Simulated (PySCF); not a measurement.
Input of a run (PBE0-D3(BJ)/def2-SVP geometry optimisation, gas phase (PySCF 2.14.0)), started from GFN2-xTB:
```
{"job": {"xc": "PBE0", "basis": "def2-SVP", "d3": "d3bj", "grid": 1, "shake": 0.01, "kind": "geom"}, "charge": 0, "multiplicity": 1}
O      2.305210    -0.489900     1.060570
Si     2.060580    -0.168030    -0.530740
C      0.290310     0.541690    -0.634380
C     -0.720200    -0.430810    -0.125280
Si    -2.508130     0.288630    -0.214890
H      3.090930    -0.834730     1.386070
H      2.192950    -1.411020    -1.293780
H      3.081360     0.802640    -1.008910
H      0.252300     1.470840    -0.023950
H      0.086810     0.817790    -1.648110
H     -0.712870    -1.354950    -0.701480
H     -0.507730    -0.713000     0.911930
H     -3.507030    -0.681310     0.260180
H     -2.836020     0.659870    -1.583200
H     -2.583810     1.484930     0.633080
```

Output (energies in Eh, forces in Eh/bohr):
```
step   0  E = -735.74939792  max force = 0.043707
step   1  E = -735.75656340  max force = 0.011038
step   2  E = -735.75704335  max force = 0.002819
step   3  E = -735.75708962  max force = 0.000948
step   4  E = -735.75710287  max force = 0.001073
step   5  E = -735.75710814  max force = 0.000777
step   6  E = -735.75710824  max force = 0.000616
step   7  E = -735.75710846  max force = 0.000417
optimisation converged
```

Task: Summarise the run.

Result: The energy falls by 20.2 kJ/mol over 8 energy and gradient evaluations, the largest force component goes from 0.0437 to 4.2e-04 Eh/bohr, and the atoms move by 0.054 Å rms after alignment. Among the bonds, C3–C4, C4–Si5, O1–H6 and Si5–H14 change most and about equally (-0.043 to +0.043 Å). Bonds longer at the end by more than 0.005 Å: 11 of 14; shorter: 3. Among the angles that change most is Si2–O1–H6, from 123.0° to 117.2°. The energy never rose by more than 1e-6 Eh on the way. The first step brought 93 % of the lowering.

Task: What are the final bond lengths?

Result: O1–Si2 1.671 Å, Si2–C3 1.871 Å, C3–C4 1.534 Å, C4–Si5 1.886 Å, O1–H6 0.961 Å, Si2–H7 1.500 Å, Si2–H8 1.499 Å, C3–H9 1.105 Å, C3–H10 1.105 Å, C4–H11 1.104 Å, C4–H12 1.104 Å, Si5–H13 1.496 Å, Si5–H14 1.497 Å, Si5–H15 1.497 Å. Numbering counts from 1 in the input's order; the species is `O[SiH2]CC[SiH3]`.

The run used 128 basis functions and 46 SCF cycles in all. Time: 57 s of wall time; peak memory 0.50 GiB. Hardware: one thread, Arm Neoverse V1 (aarch64) (shared host).

No PBE0-D3(BJ)/def2-SVP frequencies stand behind this structure, so it isn't proved a minimum. The numbers are those of one conformer.

The values belong to the conformer `[OH:1][SiH2:2][CH2:3][CH2:4][SiH3:5]`: O1–Si2–C3–C4 -58°, Si2–C3–C4–Si5 177°, H–O1–Si2–C3 175°.
